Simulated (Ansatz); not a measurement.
Other settings, tried on B4P4H16, a cluster cut from zinc blende BP (hydrogen-capped).

```yaml
crystal:
  periodic: [false, false, false]
  atoms:
    - {symbol: B, position_ang: [-1.403242, 1.393859, -1.012351]}
    - {symbol: B, position_ang: [1.403432, -1.395097, -1.011411]}
    - {symbol: B, position_ang: [-1.394730, -1.402897, 1.012757]}
    - {symbol: B, position_ang: [1.394522, 1.403433, 1.011264]}
    - {symbol: P, position_ang: [-2.296522, -0.005911, 0.002043]}
    - {symbol: P, position_ang: [0.006216, -2.296105, -0.000210]}
    - {symbol: P, position_ang: [-0.006212, 2.296233, -0.002232]}
    - {symbol: P, position_ang: [2.296512, 0.006649, 0.000442]}
    - {symbol: H, position_ang: [-2.232073, 2.217848, -1.351253]}
    - {symbol: H, position_ang: [-0.856561, 0.847907, -1.951727]}
    - {symbol: H, position_ang: [2.232372, -2.219669, -1.348641]}
    - {symbol: H, position_ang: [0.856891, -0.850995, -1.951935]}
    - {symbol: H, position_ang: [-2.218838, -2.232026, 1.350656]}
    - {symbol: H, position_ang: [-0.849913, -0.856256, 1.952807]}
    - {symbol: H, position_ang: [0.849591, 0.856586, 1.951135]}
    - {symbol: H, position_ang: [2.218534, 2.232568, 1.349371]}
    - {symbol: H, position_ang: [-3.219853, -0.584105, -0.906748]}
    - {symbol: H, position_ang: [-3.218812, 0.568917, 0.914036]}
    - {symbol: H, position_ang: [-0.567715, -3.219512, -0.911635]}
    - {symbol: H, position_ang: [0.584300, -3.218354, 0.909751]}
    - {symbol: H, position_ang: [0.567857, 3.218776, -0.914449]}
    - {symbol: H, position_ang: [-0.584400, 3.219293, 0.906850]}
    - {symbol: H, position_ang: [3.217898, 0.585142, -0.910139]}
    - {symbol: H, position_ang: [3.220739, -0.566283, 0.911660]}
basis:
  gaussian: {orbitals: cc-pVDZ, final_grid: {core_spheres: 5, valence_spheres: 4, degree: 11}}
hamiltonian: {xc: {name: r2SCAN}, dispersion: d3bj}
scf: {omitted_lower_state_checks: [starts]}
output: {forces: true}
```

```sh
$ ansatz run in.yaml --threads 2 --pin off --events-out ev --progress --plain --max-ram 22528MiB --backend cuda --devices 0, --max-vram 18GiB
```

Shortened log:

```
Warning: the engine holds no damping parameters fitted to this dispersion correction and functional, so the run takes those fitted to r2scan beside the three-body term, which d3bj leaves out (hamiltonian.dispersion, under Limitations)
Functional definition: r2SCAN
2592 factors; their error is unknown
mean field evaluation 1: about -40109.7009 eV, gradient 4.9e1 eV
mean field evaluation 2: about -40108.7237 eV, gradient 5.2e1 eV
mean field evaluation 4: about -40118.1908 eV, gradient 2.1e0 eV
mean field evaluation 8: about -40118.2060 eV, gradient 1.0e-1 eV
mean field evaluation 16: about -40118.0993 eV, gradient 1.2e-4 eV
mean field -40118.09926354 eV, -1474.3129549106 hartree, gradient 1.8e-5 eV, S^2 0.000000; 0 other end points of the search recorded, 0 dependent functions left out
reference -40118.09926709 eV, -1474.3129550411 hartree; 48, 48 occupied and 160, 160 virtual orbitals, 2592 factors
Total energy: -40118.39647206 eV, -1474.3238771223 hartree
Atom 0 at    -1.403242     1.393859    -1.012351 Å, force    -0.034942     0.034301    -0.111894 eV/Å
Atom 1 at     1.403432    -1.395097    -1.011411 Å, force     0.035070    -0.034971    -0.110866 eV/Å
Atom 2 at    -1.394730    -1.402897     1.012757 Å, force    -0.034444    -0.035378     0.110804 eV/Å
Atom 3 at     1.394522     1.403433     1.011264 Å, force     0.034478     0.034821     0.111698 eV/Å
Atom 4 at    -2.296522    -0.005911     0.002043 Å, force     0.114933     0.000614    -0.000159 eV/Å
Atom 5 at     0.006216    -2.296105    -0.000210 Å, force    -0.000524     0.114769     0.000101 eV/Å
Atom 6 at    -0.006212     2.296233    -0.002232 Å, force     0.000445    -0.114749     0.000288 eV/Å
Atom 7 at     2.296512     0.006649     0.000442 Å, force    -0.114969     0.000006     0.000055 eV/Å
Atom 8 at    -2.232073     2.217848    -1.351253 Å, force    -0.001684     0.001696    -0.002127 eV/Å
Atom 9 at    -0.856561     0.847907    -1.951727 Å, force    -0.017943     0.018328     0.057675 eV/Å
Atom 10 at     2.232372    -2.219669    -1.348641 Å, force     0.001728    -0.001682    -0.002203 eV/Å
Atom 11 at     0.856891    -0.850995    -1.951935 Å, force     0.017481    -0.017692     0.057618 eV/Å
Atom 12 at    -2.218838    -2.232026     1.350656 Å, force    -0.001873    -0.001550     0.002269 eV/Å
Atom 13 at    -0.849913    -0.856256     1.952807 Å, force    -0.017691    -0.017567    -0.057619 eV/Å
Atom 14 at     0.849591     0.856586     1.951135 Å, force     0.018091     0.018129    -0.057762 eV/Å
Atom 15 at     2.218534     2.232568     1.349371 Å, force     0.001807     0.001564     0.002181 eV/Å
Atom 16 at    -3.219853    -0.584105    -0.906748 Å, force    -0.060988    -0.016176    -0.068326 eV/Å
Atom 17 at    -3.218812     0.568917     0.914036 Å, force    -0.061406     0.015439     0.068762 eV/Å
Atom 18 at    -0.567715    -3.219512    -0.911635 Å, force    -0.015694    -0.061281    -0.068496 eV/Å
Atom 19 at     0.584300    -3.218354     0.909751 Å, force     0.016198    -0.060985     0.068342 eV/Å
Atom 20 at     0.567857     3.218776    -0.914449 Å, force     0.015396     0.061346    -0.068689 eV/Å
Atom 21 at    -0.584400     3.219293     0.906850 Å, force    -0.015876     0.061121     0.068383 eV/Å
Atom 22 at     3.217898     0.585142    -0.910139 Å, force     0.061300     0.015696    -0.068557 eV/Å
Atom 23 at     3.220739    -0.566283     0.911660 Å, force     0.061106    -0.015798     0.068520 eV/Å
Dipole moment:     0.000001     0.000553    -0.000049 e Å
Checks for a lower state left out: starts
```

Hardware: 2 threads of AMD EPYC 7R13 on a shared host and a share (18 GiB) of an NVIDIA H100 80GB HBM3. Wall time 3.4 s, peak host memory 0.89 GiB.
